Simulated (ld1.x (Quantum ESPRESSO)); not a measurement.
**What one change does to a pseudopotential (boron, TM)**

ld1.x (Quantum ESPRESSO) 7.5 input, shortened:

```
&input
   title='B', zed=5., rel=1, dft='PZ', iswitch=3,
   config='[He] 2s1.75 2p1.25 3d-2'
 /
 &inputp
   pseudotype=2, tm=.true., lloc=-1, rcloc=1.35,
   nlcc=.true.
 /
3
2S  1  0   1.75   0.00  1.55  1.55  0.0
2P  2  1   1.25   0.00  1.70  1.70  0.0
3D  3  2  -2.00   0.25  1.45  1.45  0.0
 &test
   configts(1)='2s1.75 2p1.25'
 /
```

Change: wave 2s (bound): rc 1.55 bohr becomes 2s (bound): rc 1.84 bohr.

Cutoffs: the cutoffs (Ry, on a coarse ladder) from which the occupation-weighted sum of valence levels, in a spherical-Bessel basis at the reference potential, stays within 10 and 1 mRy of its value at 400 Ry; they do not see the model core or the augmentation charge, which bear on the density cutoff. Errors are all-electron minus pseudo energies relative to the spin-unpolarised reference configuration.

Question: Predict the effect on cutoff, ghosts and configuration errors.

Answer: The potential gets softer (25 Ry and 50 Ry → 25 Ry and 40 Ry); of the 9 tests that both files solve, the error grows in 2 and shrinks in 1 by more than 15 % and 0.3 meV (median size 4.9 → 5.5 meV); neither file shows a bound ghost. A larger radius leaves more room for a smooth pseudo-wave, so fewer plane waves are needed.

```tsv
quantity	base	changed
cutoff, loose	25 Ry	25 Ry
cutoff, tight	50 Ry	40 Ry
loose cutoff by channel (10 mRy a level)	s 15 Ry, p 25 Ry	s 12 Ry, p 25 Ry
bound ghosts	none	none
error for 2s2 2p1, meV [ΔE -1.42 eV]	+0.2	+0.2
error for 2s2 2p0, meV [ΔE 6.91 eV]	+13	+21
error for 2s1 2p0, meV [ΔE 32.21 eV]	+51	+55
error for 2s1 2p1, meV [ΔE 12.86 eV]	+2.0	-1.1
error for 2s1 2p2, meV [ΔE 4.27 eV]	+2.1	+2.0
error for 2s2 2p0.5, meV [ΔE 1.52 eV]	+2.4	+4.0
error for 2s0 2p3, meV [ΔE 9.98 eV]	+12	+12
error for 2s1.75 2p1.25 (spin-polarised), meV [ΔE -0.56 eV]	+12	+12
error for 2s2 2p1 (spin-polarised), meV [ΔE -1.65 eV]	+4.9	+5.5
```
